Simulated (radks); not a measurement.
Valence configurations of the tin ion Sn+ (all share [Kr]). Calculated with a radial shooting solver on a logarithmic mesh with Libxc functionals: scalar-relativistic Kohn-Sham, PBE, spin-polarised, spherical densities, point nucleus; open shells are filled with parallel spins first (spin-orbit coupling, left out, can overturn this in heavy ions). Order these by energy: 4d9 5s1 5p3; 4d8 5s1 5p4; 4d10 5p3; 4d9.5 5s0.5 5p3; 4d9 5p4; 4d10 5s2 5p1; 4d8 5s2 5p3; 4d9.5 5s2 5p1.5; 4d10 5s1.5 5p1.5; 4d9 5s2 5p2.

Answer. From the lowest, in eV above it: 4d10 5s2 5p1 0.000; 4d10 5s1.5 5p1.5 3.217; 4d9.5 5s2 5p1.5 12.001; 4d10 5p3 13.955; 4d9.5 5s0.5 5p3 22.158; 4d9 5s2 5p2 24.913; 4d9 5s1 5p3 30.901; 4d9 5p4 41.871; 4d8 5s2 5p3 53.467; 4d8 5s1 5p4 62.456. NIST lists [Kr] 4d10 5s2 5p1 as the ground configuration; this level of theory agrees among the configurations tried. The energies are those of spherical high-spin densities, not of single terms.
